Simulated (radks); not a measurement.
The hafnium ion Hf2.25+, configuration [Xe] 4f14 5d(up 1, down 0.75) (fractional occupations, a model configuration). Calculated with a radial shooting solver on a logarithmic mesh with Libxc functionals: scalar-relativistic Kohn-Sham, PBEsol, spin-polarised, spherical densities, point nucleus. Some entries of the table are withheld. Estimate them.

| orbital | occ. | eigenvalue (eV) | <r^2> (bohr^2) |
|---|---|---|---|
| 1s down | 1 | -65281.82 | 0.0004951 |
| 1s up | 1 | -65281.82 | 0.0004951 |
| 2s up | 1 | -11179.61 | 0.007643 |
| 2s down | 1 | -11179.60 | 0.007643 |
| 2p up | 3 | -9819.221 | 0.006286 |
| 2p down | 3 | -9819.214 | 0.006286 |
| 3s up | 1 | -2560.941 | 0.04980 |
| 3s down | 1 | -2560.940 | 0.04980 |
| 3p up | 3 | -2154.613 | 0.05044 |
| 3p down | 3 | -2154.611 | 0.05044 |
| 3d up | 5 | -1673.661 | 0.04188 |
| 3d down | 5 | -1673.657 | 0.04188 |
| 4s up | 1 | -529.9888 | 0.2477 |
| 4s down | 1 | -529.9841 | 0.2477 |
| 4p up | 3 | -396.6868 | 0.2820 |
| 4p down | 3 | -396.6824 | 0.2820 |
| 4d up | 5 | -224.4986 | 0.3325 |
| 4d down | 5 | -224.4926 | 0.3325 |
| 5s up | 1 | (1) | 1.447 |
| 5s down | 1 | (2) | 1.445 |
| 5p up | 3 | (3) | 2.023 |
| 5p down | 3 | (4) | 2.019 |
| 4f up | 7 | -34.8422 | (5) |
| 4f down | 7 | -34.8181 | (6) |
| 5d up | 1 | -19.2586 | 4.942 |
| 5d down | 0.75 | -19.0547 | 4.952 |

Answer. 
(1) 5s up eigenvalue (eV): -85.0504
(2) 5s down eigenvalue (eV): -84.9544
(3) 5p up eigenvalue (eV): -53.5432
(4) 5p down eigenvalue (eV): -53.4036
(5) 4f up <r^2> (bohr^2): 0.5912
(6) 4f down <r^2> (bohr^2): 0.5896
